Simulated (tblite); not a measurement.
Run record: tight-binding relaxation, `F[C@@H]1[GaH2-][S@+]2C[C@H]1[C@@H](S)C2`.

Computed with GFN2-xTB geometry optimisation, gas phase (tblite 0.8.0). Start geometry: from a force field or distance geometry. A driver script takes a list of jobs; this job's settings line and coordinates (Å) are shown.

Command:
```bash
OMP_NUM_THREADS=1 python probes_run.py task.json out
```

Input:
```
{"job": {"kind": "relax", "xc": "GFN2-xTB", "basis": "xTB"}, "charge": 0, "multiplicity": 1}
F      1.916300    -1.808800    -0.893600
C      1.271600    -0.572000    -0.939900
Ga     2.109700     0.535300     0.541500
S      0.077400     0.567600     1.556700
C     -0.275700    -1.086000     0.915200
C     -0.167600    -0.746100    -0.560900
C     -1.050400     0.429600    -0.789100
S     -2.755200    -0.184000    -0.571400
C     -0.863100     1.431700     0.316600
H      1.408300    -0.054800    -1.889900
H      2.534900     1.979500     0.053200
H      3.173500    -0.265000     1.387400
H     -1.281000    -1.423200     1.219900
H      0.546400    -1.768700     1.178700
H     -0.554500    -1.586600    -1.175200
H     -1.018600     0.861900    -1.784200
H     -3.013200    -0.401600     0.805600
H     -1.813700     1.825700     0.719600
H     -0.254800     2.274800    -0.097400
```

Task: Give the output.

Result: 
```
step      E/eV     max force
  0    -767.06782    2.779
  1    -767.44933    1.674
  2    -767.73083    0.824
  3    -767.82287    0.642
  4    -767.88162    0.474
  5    -767.92246    0.492
  6    -767.95934    0.494
  7    -767.99090    0.381
  8    -768.01195    0.341
  9    -768.02538    0.294
... (39 lines left out)
 49    -768.12745    0.017
 50    -768.12749    0.014
 51    -768.12752    0.016
 52    -768.12756    0.015
 53    -768.12759    0.012
 54    -768.12762    0.011
 55    -768.12764    0.012
 56    -768.12766    0.016
 57    -768.12769    0.015
 58    -768.12771    0.009
```

«max force» is the largest atomic force in eV/Å.

Task: From which step on does the largest force stay under 0.1 eV/Å, and how much energy is left to gain from there?

Result: From step 25 (0.096 eV/Å), 6.6 meV above the end.

Main results: energy lowered by 24.4 kcal/mol over 58 steps; largest atomic force 0.009 eV/Å at the end.

Task: Where do the atoms end?

Result: 0.192 Å rms from the input after alignment:
```
atom  x, y, z in Å
F1     1.9884   -1.6323   -0.8438
C2     1.1833   -0.4572   -0.9990
Ga3    2.1869    0.5867    0.4596
S4     0.0010    0.5410    1.7030
C5    -0.2212   -1.1016    0.9391
C6    -0.2353   -0.8252   -0.5560
C7    -1.1433    0.3854   -0.7571
S8    -2.9240   -0.0488   -0.6910
C9    -0.7756    1.4256    0.2958
H10    1.1991   -0.2572   -2.0769
H11    2.4121    2.1330    0.3674
H12    3.1292   -0.2906    1.3114
H13   -1.1499   -1.5391    1.3054
H14    0.6197   -1.7371    1.2265
H15   -0.6097   -1.6987   -1.1019
H16   -1.0231    0.7983   -1.7621
H17   -2.9557   -0.3854    0.5968
H18   -1.6452    1.9655    0.6687
H19   -0.0466    2.1470   -0.0934
```

Hardware: one thread, Arm Neoverse N1 (aarch64), no GPU, shared host with 64 logical CPUs at a one-minute load of 48. Cost: 0.9 s.
Labels such as C1 count atoms from 1, the log's own numbers from 0.
